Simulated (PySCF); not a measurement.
Compound: C5H8N2 (charge +1 and doublet state).
Atom-mapped SMILES: `[H]/[N:5]=[C:4](/[CH2:3][N:2]=[CH2:1])[CH:6][CH2+:7]` (hydrogens: H8, H9 on C1; H10, H11 on C3; H12 on N5; H13 on C6; H14, H15 on C7)

Geometry (GFN2-xTB, Å), atoms numbered from 1 in this order:
```xyz
15
C5H8N2 angstrom
C      2.568   -0.787    0.294
N      2.233    0.350   -0.030
C      0.971    0.927   -0.154
C     -0.208    0.004    0.162
N      0.013   -1.179    0.508
C     -1.507    0.669    0.009
C     -2.675    0.059    0.191
H      1.751   -1.520    0.543
H      3.602   -1.095    0.345
H      0.924    1.801    0.508
H      0.862    1.301   -1.180
H     -0.696   -1.858    0.741
H     -1.468    1.711   -0.272
H     -3.597    0.602    0.062
H     -2.777   -0.978    0.465
```

The hyperfine couplings belong to this conformer and change with its torsions.

Method used: PySCF, UKS B3LYP, pcH-1 on C H N, non-relativistic, mean-field spin-orbit, GIAO. Isolated species at its GFN2-xTB geometry (one conformer only). A GFN2-xTB geometry isn't a minimum of the functional, and hyperfine couplings can be far from their values at a DFT geometry, by a factor of two or more for some ions and for spin on atoms past the first row. Stability of the SCF solution: not tested.

Principal values of hyperfine tensors in MHz (contact and dipolar terms together), for some of the nuclei:

| atom | isotope | A1 | A2 | A3 |
| --- | --- | --- | --- | --- |
| H8 | 1H | 202.78 | 211.65 | 250.14 |
| H9 | 1H | 160.06 | 162.66 | 183.34 |
| N5 | 14N | 69.51 | 73.34 | 107.56 |
| N2 | 14N | 44.40 | 49.31 | 109.96 |
| C1 | 13C | -70.36 | -56.95 | -13.90 |
| C6 | 13C | 39.46 | 42.31 | 59.07 |
| C4 | 13C | 32.17 | 41.80 | 59.59 |
| C3 | 13C | -25.98 | -24.23 | 4.07 |

(1) Give the isotropic coupling of each nucleus in MHz and in mT (g = 2.0024), and the anisotropic part.

(2) What spin density at the nucleus of C4 lies behind its contact coupling (g_N = 1.40482)?

(3) H12 (1H, g_N = 5.58569) isn't in the table. Its spin density at the nucleus is 0.012 bohr⁻³. What is its contact coupling?

(4) Name the largest traceless tensor T of the table and describe it.

(5) In a single crystal, with the field along each principal axis of the tensor of N5 in turn, what first-order splitting does this nucleus give (isotropic g, quadrupole terms neglected)?

## Answers

(1) a_iso is a third of the trace, T = A − a_iso, and a(mT) = a(MHz)/(g × 13.996).

| atom | a_iso (MHz) | a_iso (mT) | T1 | T2 | T3 |
| --- | --- | --- | --- | --- | --- |
| H8 | 221.52 | 7.904 | -18.75 | -9.87 | 28.62 |
| H9 | 168.69 | 6.019 | -8.63 | -6.02 | 14.65 |
| N5 | 83.47 | 2.978 | -13.96 | -10.13 | 24.09 |
| N2 | 67.89 | 2.423 | -23.49 | -18.58 | 42.07 |
| C1 | -47.07 | -1.680 | -23.29 | -9.88 | 33.17 |
| C6 | 46.95 | 1.675 | -7.48 | -4.64 | 12.12 |
| C4 | 44.52 | 1.589 | -12.35 | -2.72 | 15.07 |
| C3 | -15.38 | -0.549 | -10.60 | -8.85 | 19.45 |

(2) a_FC = (2μ0/3) gₑ μB g_N μN ρ(0)/(2S·h) = 800.24 MHz × g_N × ρ(0)/(2S), with ρ in bohr⁻³. With a_FC = 44.52 MHz and 2S = 1, ρ(0) = 0.0396 bohr⁻³.

(3) By the same relation, a_FC = 53.6 MHz. Its full tensor has the principal values 39.14, 45.83, 75.93 MHz.

(4) N2: -23.5, -18.6, 42.1 MHz, rhombic: the two smaller values differ by 12 % of the largest.

(5) 3 lines (I = 1), spaced by |A_i|/(g × 13.996): 2.48, 2.62, 3.84 mT along the axes of A1, A2 and A3.

On an Arm Neoverse V1 with one thread, no GPU, shared host with 32 logical CPUs at a one-minute load of 19, this took 54 s of wall time (with the writing of density and orbital grids) and 1.0 GiB of memory at its peak.

The SMILES draws the unpaired electron on C6; the largest computed Mulliken spin population is on N2 (0.47 against 0.07).
